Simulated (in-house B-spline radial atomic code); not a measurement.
Atomic self-consistent-field run: Cd. Computed with an all-electron radial atomic-structure program (B-spline basis): scalar-relativistic (X2C) RPBE, spin-polarised, spherical fractional occupations, Fermi nucleus of rms radius 4.6087 fm.

Command:
```bash
python run_scf.py task.json out
```
Settings (nuclear radius in fm, mass in u):
```
Z                48
configuration    [Kr] 4d10 5s2
hamiltonian      x2c
method           rpbe,pbe
spin_polarised   True
nucleus          fermi
rms_radius       4.6087
atomic_mass      113.90336
speed_of_light   137.035999084
```

Output (hartree, bohr):
```
 radial grid: 77 intervals, B-splines of order 8, outer radius 50 bohr

 iter        energy (Eh)    residual
    1       -5592.848293    4.63e-01
    2       -5592.278601    1.95e-01
    3       -5593.905650    4.22e-02
    4       -5593.970496    1.24e-02
    5       -5593.953928    2.25e-02
    6       -5593.979267    2.25e-03
    7       -5593.979490    1.66e-04
    8       -5593.979491    6.69e-06
    9       -5593.979491    1.38e-06
   10       -5593.979491    7.79e-08

 total energy                     -5593.97949
 kinetic                            5866.5021
 electron-nucleus                 -13574.1173
 Hartree                            2269.5399
 exchange-correlation               -155.9043

 orbital      occ     eigenvalue          <r>       <r^2>       <1/r>       r_max
 1s up      1.000      -973.1227    0.0298358  0.00121439     52.7819     0.01901
 1s down    1.000      -973.1227    0.0298358  0.00121439     52.7819     0.01901
 2s up      1.000      -144.4874     0.131172   0.0203489     11.9309      0.1111
 2s down    1.000      -144.4874     0.131172   0.0203489     11.9309      0.1111
 2p up      3.000      -129.6967     0.114606   0.0160531     11.1595     0.08871
 2p down    3.000      -129.6967     0.114606   0.0160531     11.1595     0.08871
 3s up      1.000       -26.9371     0.358033    0.146748     4.15047       0.324
 3s down    1.000       -26.9371     0.358033    0.146748     4.15047       0.324
 3p up      3.000       -22.0770     0.356803    0.147903     3.88729      0.3172
 3p down    3.000       -22.0770     0.356803    0.147903     3.88729      0.3172
 3d up      5.000       -14.4470     0.334713    0.133316     3.64267      0.2659
 3d down    5.000       -14.4470     0.334713    0.133316     3.64267      0.2659
 4s up      1.000        -3.8865     0.879688    0.876959     1.58801      0.7962
 4s down    1.000        -3.8865     0.879688    0.876959     1.58801      0.7962
 4p up      3.000        -2.4594     0.960511     1.05738     1.41821       0.846
 4p down    3.000        -2.4594     0.960511     1.05738     1.41821       0.846
 4d up      5.000        -0.4300      1.28829     2.02811     1.05343      0.9816
 4d down    5.000        -0.4300      1.28829     2.02811     1.05343      0.9816
 5s up      1.000        -0.2037      2.91835     9.91867    0.442612       2.337
 5s down    1.000        -0.2037      2.91835     9.91867    0.442612       2.337
```

Cost of the run: 0.46 s on 1 thread of Intel(R) Xeon(R) 6975P-C, on a shared host.

One-electron X2C: radii and densities carry no picture-change correction, so inner-shell <1/r> comes out high (for 1s by about 2 % at Z = 33, 5 % at 54, 10 % at 75, 30 % at 118) and <r> low.
